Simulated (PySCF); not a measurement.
SMILES O[Si](O)(O)C at its CAM-B3LYP/def2-SVP optimised geometry (Å):

```
11

C     -1.4288    -1.8310     1.4787
Si    -0.7796    -0.9380     0.0000
O     -1.3002     0.6367     0.0000
O     -1.3071    -1.6712    -1.3913
O      0.8794    -0.9380     0.0000
H     -2.5121    -1.6725     1.5850
H     -1.2477    -2.9126     1.3915
H     -0.9381    -1.4740     2.3963
H     -0.6122     1.3056    -0.0771
H     -1.7475    -1.0989    -2.0279
H      1.3002    -1.3056    -0.7838
```

Calculation: CAM-B3LYP/def2-TZVP (PySCF). Cells within 0.4 Å of a nucleus heavier than hydrogen are left out (blank, or x).

Map of the Laplacian of the electron density (e/bohr⁵), clipped to [-1.50, 1.50] on the plane z = 0.0 Å:

```
|55555555555555555555555555555|
|55555555555555555555555555555|
|55555555555555555555555555555|
|55555555555555555555555555555|
|55555555555555555555555555555|
|55555555555555555555555555555|
|55555555555555555555555555555|
|55555555555555555555555555555|
|55555555665335555555555555555|
|55555556764005555555555555555|
|555555660x0245555555555555555|
|55555562xxx565555555555555555|
|55555563xxx665555555555555555|
|555555662x2655555555555555555|
|55555556655555555555555555555|
|55555555556765556666555555555|
|55555555599997565216655555555|
|5555555569xxx9550xx0655555555|
|5555555569xxx954xxxx665555555|
|5555555559xx99553xx4655555555|
|55555555569995556666655555555|
|55555555555555555665555555555|
|55555555555555555555555555555|
|55555555555555555555555555555|
|55555555555555555555555555555|
|55555555555555555555555555555|
|55555555555555555555555555555|
|55555555555555555555555555555|
|55555555555555555555555555555|
```
Scale: ten equal steps from -1.50 (start of '0') to 1.50 (end of '9'), in the order '0123456789'; x runs from -3.50 to 3.50, y from -3.50 (bottom) to 3.50 (top).
